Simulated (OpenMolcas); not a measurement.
**What dynamic correlation does to the levels of As I**

```json
{"Program": "OpenMolcas", "Basis": "ANO-R2 [6s5p4d3f1g]", "Scalar Hamiltonian": "X2C, finite nucleus", "Active space": "5 electrons in 9 orbitals (RAS2 4s 4p; RAS3 4d, at most 2 electrons)", "State averaging": "2S+1 = 4 odd, 1 root; 2S+1 = 2 odd, 8 roots; 2S+1 = 4 even, 3 roots; 2S+1 = 2 even, 5 roots (0 in the spin-orbit step)", "Spin-orbit coupling": "RASSI with atomic mean-field integrals over the reference wave functions, term energies averaged over their components"}
```

Methods on the same reference wave functions:
A. RASSCF
B. SS-RASPT2, IPEA 0.25 Eh, imaginary shift 0.1 Eh (closed shells correlated: 3d)

Energies in cm-1 above 4s2 4p3 4S* 3/2, the measured ground level; measured values from NIST Handbook of Basic Atomic Spectroscopic Data.

| Level | A | B | Measured |
| --- | --- | --- | --- |
| 4s2 4p3 4S* 3/2 | 0.0 | 0.0 | 0.0 |
| 4s2 4p3 2D* 3/2 | 13915 | 11674 | 10593 |
| 4s2 4p3 2D* 5/2 | 14136 | 11899 | 10915 |
| 4s2 4p3 2P* 1/2 | 22081 | 19665 | 18186 |
| 4s2 4p3 2P* 3/2 | 22342 | 19939 | 18648 |
| 4s 4p4 4P 5/2 | 66418 | 68427 |  |

Deviations, from unrounded energies. A percentage is the sum of absolute deviations over the sum of measured energies, with the sign that they share, or ± where signs differ.

```csv
Against measurement,Levels,A,B
mean absolute deviation (cm-1),4,3500,1200
other terms of the ground configuration (%),4,+24.2,+8.3
```

B lies closest to measurement on these levels. The largest miss of B in the table is 4s2 4p3 2P* 1/2, by +1500 cm-1. The ranking rests on the paired levels alone, and a cruder setting can come out closer through cancelling errors.

From A to B the spin-free energies of the other terms of 4s2 4p3 shown, above 4S*, scale by factors of 0.84 to 0.89.

The lowest spin-free term lies below A's lowest term by 0.495 hartree in B.

Some high roots are left out of the spin-orbit mixing, which shifts the levels that they would mix with. Active for correlation alone: 4d; no level in the range computed is led by a configuration that fills it, so any true level of that kind is missing. Without dynamic correlation excited terms often stand tens of per cent too high (terms of higher spin than the ground term too low), and those without a measured partner can miss by more than the paired ones (holds for A). Some terms mix strongly with configurations of 4d, whose occupation reaches 0.16 (4s 4p4 4P) (holds for A). Computed and measured levels are paired by configuration, term and J; levels that our copy of the source lacks, or whose pairing is in doubt (as where it misses far off the trend of its configuration), stay unpaired and out of the deviations. Only configurations of the active space appear. The table leaves out levels that lie high or whose names do not pair safely across all columns.

* marks odd parity.
